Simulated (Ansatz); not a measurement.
Molecular dynamics of ClGaH₃N

input.yaml

```yaml
crystal:
  periodic: [false, false, false]
  atoms:
    - { symbol: Ga, position_ang: [0.061139, -0.054314, 0.018568] }
    - { symbol: H, position_ang: [-0.059368, -0.478883, 1.507204] }
    - { symbol: "N", position_ang: [1.585541, -0.018964, -0.94265] }
    - { symbol: H, position_ang: [2.486853, -0.274304, -0.590799] }
    - { symbol: H, position_ang: [1.631061, 0.262062, -1.902431] }
    - { symbol: Cl, position_ang: [-1.712926, 0.564404, -1.064891] }
basis:
  gaussian: { orbitals: def2-SVP }
hamiltonian:
  xc: hf
md:
  timestep: 0.25
  n_steps: 250
  ensemble: nve_milne
  temperature: 200.0
  initial_velocities: maxwell_boltzmann
  seed: 317241
```

Launched with:

```bash
$ ansatz run input.yaml --threads 2 --pin off --max-ram 3072MiB --backend cpu --events-out ev --progress --plain --runs-dir out
```

It starts from a relaxed structure.

Output, in part (one step line in 5, the closing report, with atoms numbered from 0):

```
md step     0: t =     0.00 fs  T =   200.0 K  F+E_penalty+E_count = -66357.37532790 eV  E_kin = 0.103408 eV  conserved = -66357.27191990 eV  (35 SCF iters)
md step     5: t =     1.25 fs  T =   190.5 K  F+E_penalty+E_count = -66357.37042657 eV  E_kin = 0.098507 eV  conserved = -66357.27191987 eV  (25 SCF iters)
md step    10: t =     2.50 fs  T =   172.6 K  F+E_penalty+E_count = -66357.36117900 eV  E_kin = 0.089259 eV  conserved = -66357.27192006 eV  (27 SCF iters)
md step    15: t =     3.75 fs  T =   160.2 K  F+E_penalty+E_count = -66357.35475334 eV  E_kin = 0.082833 eV  conserved = -66357.27192012 eV  (26 SCF iters)
md step    20: t =     5.00 fs  T =   152.2 K  F+E_penalty+E_count = -66357.35058894 eV  E_kin = 0.078669 eV  conserved = -66357.27192020 eV  (26 SCF iters)
md step    25: t =     6.25 fs  T =   145.7 K  F+E_penalty+E_count = -66357.34724526 eV  E_kin = 0.075325 eV  conserved = -66357.27192015 eV  (27 SCF iters)
md step    30: t =     7.50 fs  T =   140.3 K  F+E_penalty+E_count = -66357.34445969 eV  E_kin = 0.072540 eV  conserved = -66357.27192003 eV  (26 SCF iters)
md step    35: t =     8.75 fs  T =   127.1 K  F+E_penalty+E_count = -66357.33764416 eV  E_kin = 0.065724 eV  conserved = -66357.27192012 eV  (26 SCF iters)
md step    40: t =    10.00 fs  T =   105.0 K  F+E_penalty+E_count = -66357.32620355 eV  E_kin = 0.054283 eV  conserved = -66357.27192011 eV  (25 SCF iters)
md step    45: t =    11.25 fs  T =    88.9 K  F+E_penalty+E_count = -66357.31786422 eV  E_kin = 0.045944 eV  conserved = -66357.27192001 eV  (25 SCF iters)
md step    50: t =    12.50 fs  T =    85.3 K  F+E_penalty+E_count = -66357.31600336 eV  E_kin = 0.044083 eV  conserved = -66357.27192018 eV  (25 SCF iters)
md step    55: t =    13.75 fs  T =    85.9 K  F+E_penalty+E_count = -66357.31635207 eV  E_kin = 0.044432 eV  conserved = -66357.27192017 eV  (37 SCF iters)
md step    60: t =    15.00 fs  T =    87.6 K  F+E_penalty+E_count = -66357.31720271 eV  E_kin = 0.045283 eV  conserved = -66357.27192016 eV  (25 SCF iters)
md step    65: t =    16.25 fs  T =    90.7 K  F+E_penalty+E_count = -66357.31879580 eV  E_kin = 0.046876 eV  conserved = -66357.27192001 eV  (25 SCF iters)
md step    70: t =    17.50 fs  T =    87.9 K  F+E_penalty+E_count = -66357.31735592 eV  E_kin = 0.045436 eV  conserved = -66357.27191995 eV  (26 SCF iters)
md step    75: t =    18.75 fs  T =    81.3 K  F+E_penalty+E_count = -66357.31393940 eV  E_kin = 0.042019 eV  conserved = -66357.27192054 eV  (25 SCF iters)
md step    80: t =    20.00 fs  T =    84.5 K  F+E_penalty+E_count = -66357.31561085 eV  E_kin = 0.043690 eV  conserved = -66357.27192042 eV  (27 SCF iters)
md step    85: t =    21.25 fs  T =    96.5 K  F+E_penalty+E_count = -66357.32182743 eV  E_kin = 0.049907 eV  conserved = -66357.27192023 eV  (27 SCF iters)
md step    90: t =    22.50 fs  T =   102.6 K  F+E_penalty+E_count = -66357.32495386 eV  E_kin = 0.053034 eV  conserved = -66357.27191991 eV  (27 SCF iters)
md step    95: t =    23.75 fs  T =    99.4 K  F+E_penalty+E_count = -66357.32333555 eV  E_kin = 0.051415 eV  conserved = -66357.27192014 eV  (27 SCF iters)
md step   100: t =    25.00 fs  T =    92.8 K  F+E_penalty+E_count = -66357.31988316 eV  E_kin = 0.047963 eV  conserved = -66357.27192011 eV  (26 SCF iters)
md step   105: t =    26.25 fs  T =    82.9 K  F+E_penalty+E_count = -66357.31478916 eV  E_kin = 0.042869 eV  conserved = -66357.27192031 eV  (26 SCF iters)
md step   110: t =    27.50 fs  T =    76.0 K  F+E_penalty+E_count = -66357.31121869 eV  E_kin = 0.039298 eV  conserved = -66357.27192022 eV  (26 SCF iters)
md step   115: t =    28.75 fs  T =    80.8 K  F+E_penalty+E_count = -66357.31367797 eV  E_kin = 0.041758 eV  conserved = -66357.27192028 eV  (26 SCF iters)
md step   120: t =    30.00 fs  T =    90.2 K  F+E_penalty+E_count = -66357.31856724 eV  E_kin = 0.046647 eV  conserved = -66357.27192011 eV  (26 SCF iters)
md step   125: t =    31.25 fs  T =    91.1 K  F+E_penalty+E_count = -66357.31904670 eV  E_kin = 0.047126 eV  conserved = -66357.27192034 eV  (27 SCF iters)
md step   130: t =    32.50 fs  T =    83.9 K  F+E_penalty+E_count = -66357.31528828 eV  E_kin = 0.043368 eV  conserved = -66357.27192039 eV  (26 SCF iters)
md step   135: t =    33.75 fs  T =    75.0 K  F+E_penalty+E_count = -66357.31071773 eV  E_kin = 0.038797 eV  conserved = -66357.27192065 eV  (25 SCF iters)
md step   140: t =    35.00 fs  T =    68.1 K  F+E_penalty+E_count = -66357.30710835 eV  E_kin = 0.035188 eV  conserved = -66357.27192072 eV  (25 SCF iters)
md step   145: t =    36.25 fs  T =    70.8 K  F+E_penalty+E_count = -66357.30853714 eV  E_kin = 0.036616 eV  conserved = -66357.27192074 eV  (26 SCF iters)
md step   150: t =    37.50 fs  T =    86.1 K  F+E_penalty+E_count = -66357.31643069 eV  E_kin = 0.044510 eV  conserved = -66357.27192039 eV  (26 SCF iters)
md step   155: t =    38.75 fs  T =   100.4 K  F+E_penalty+E_count = -66357.32381288 eV  E_kin = 0.051892 eV  conserved = -66357.27192050 eV  (27 SCF iters)
md step   160: t =    40.00 fs  T =   102.1 K  F+E_penalty+E_count = -66357.32472608 eV  E_kin = 0.052805 eV  conserved = -66357.27192069 eV  (26 SCF iters)
md step   165: t =    41.25 fs  T =    97.5 K  F+E_penalty+E_count = -66357.32235242 eV  E_kin = 0.050432 eV  conserved = -66357.27192061 eV  (26 SCF iters)
md step   170: t =    42.50 fs  T =    94.7 K  F+E_penalty+E_count = -66357.32088590 eV  E_kin = 0.048965 eV  conserved = -66357.27192058 eV  (25 SCF iters)
md step   175: t =    43.75 fs  T =    93.9 K  F+E_penalty+E_count = -66357.32046052 eV  E_kin = 0.048540 eV  conserved = -66357.27192034 eV  (25 SCF iters)
md step   180: t =    45.00 fs  T =    98.4 K  F+E_penalty+E_count = -66357.32282209 eV  E_kin = 0.050902 eV  conserved = -66357.27192037 eV  (26 SCF iters)
md step   185: t =    46.25 fs  T =   108.1 K  F+E_penalty+E_count = -66357.32781393 eV  E_kin = 0.055894 eV  conserved = -66357.27192021 eV  (26 SCF iters)
md step   190: t =    47.50 fs  T =   111.3 K  F+E_penalty+E_count = -66357.32945882 eV  E_kin = 0.057539 eV  conserved = -66357.27192027 eV  (26 SCF iters)
md step   195: t =    48.75 fs  T =   102.0 K  F+E_penalty+E_count = -66357.32467623 eV  E_kin = 0.052756 eV  conserved = -66357.27192019 eV  (26 SCF iters)
md step   200: t =    50.00 fs  T =    89.2 K  F+E_penalty+E_count = -66357.31804891 eV  E_kin = 0.046129 eV  conserved = -66357.27192027 eV  (26 SCF iters)
md step   205: t =    51.25 fs  T =    80.0 K  F+E_penalty+E_count = -66357.31328973 eV  E_kin = 0.041370 eV  conserved = -66357.27192018 eV  (26 SCF iters)
md step   210: t =    52.50 fs  T =    74.1 K  F+E_penalty+E_count = -66357.31024614 eV  E_kin = 0.038326 eV  conserved = -66357.27192030 eV  (26 SCF iters)
md step   215: t =    53.75 fs  T =    72.2 K  F+E_penalty+E_count = -66357.30924734 eV  E_kin = 0.037327 eV  conserved = -66357.27192033 eV  (26 SCF iters)
md step   220: t =    55.00 fs  T =    70.3 K  F+E_penalty+E_count = -66357.30827340 eV  E_kin = 0.036353 eV  conserved = -66357.27192034 eV  (25 SCF iters)
md step   225: t =    56.25 fs  T =    61.2 K  F+E_penalty+E_count = -66357.30355530 eV  E_kin = 0.031635 eV  conserved = -66357.27192004 eV  (25 SCF iters)
md step   230: t =    57.50 fs  T =    48.5 K  F+E_penalty+E_count = -66357.29697479 eV  E_kin = 0.025055 eV  conserved = -66357.27192027 eV  (25 SCF iters)
md step   235: t =    58.75 fs  T =    43.5 K  F+E_penalty+E_count = -66357.29442962 eV  E_kin = 0.022509 eV  conserved = -66357.27192025 eV  (25 SCF iters)
md step   240: t =    60.00 fs  T =    47.1 K  F+E_penalty+E_count = -66357.29626948 eV  E_kin = 0.024349 eV  conserved = -66357.27192039 eV  (25 SCF iters)
md step   245: t =    61.25 fs  T =    52.8 K  F+E_penalty+E_count = -66357.29923860 eV  E_kin = 0.027318 eV  conserved = -66357.27192032 eV  (26 SCF iters)
md step   250: t =    62.50 fs  T =    59.2 K  F+E_penalty+E_count = -66357.30253268 eV  E_kin = 0.030612 eV  conserved = -66357.27192030 eV  (36 SCF iters)
Total energy: -66357.30253268 eV, -2438.5858894810 hartree
Atom 0 at     0.052839    -0.045113    -0.029717 Å, force     0.401779    -0.128079     0.824676 eV/Å
Atom 1 at     0.043937    -0.416394     1.493957 Å, force    -0.166352     0.025103    -0.134941 eV/Å
Atom 2 at     1.647506    -0.039374    -0.850594 Å, force     0.035171     0.009829    -0.545814 eV/Å
Atom 3 at     2.452245    -0.251733    -0.299286 Å, force     0.270302    -0.060998    -0.105810 eV/Å
Atom 4 at     1.861073     0.060751    -1.829213 Å, force    -0.050439     0.030855     0.354972 eV/Å
Atom 5 at    -1.729579     0.557678    -1.016292 Å, force    -0.490460     0.123291    -0.393083 eV/Å
Dipole moment:     0.477624    -0.150594     0.031981 e Å
```

All steps were run. The conserved energy stayed within 0.00017 meV per atom of its start (net change 0 meV per atom), so the integration is sound. A run of 0.062 ps of so small a system gives no equilibrium averages.

The same pairs are bonded in the first frame and the last. Pairs count as bonded within 1.25 times the sum of covalent radii (0.12 Å more for H–H).

Last frame:

```xyz
6
Properties=species:S:1:pos:R:3
Ga 0.053 -0.045 -0.030
H 0.044 -0.416 1.494
N 1.647 -0.039 -0.851
H 2.452 -0.252 -0.299
H 1.861 0.061 -1.829
Cl -1.730 0.558 -1.016
```

Time of the run: 2.8 min on 2 threads of Arm Neoverse V1, with other jobs on the host, peak memory 0.15 GiB.
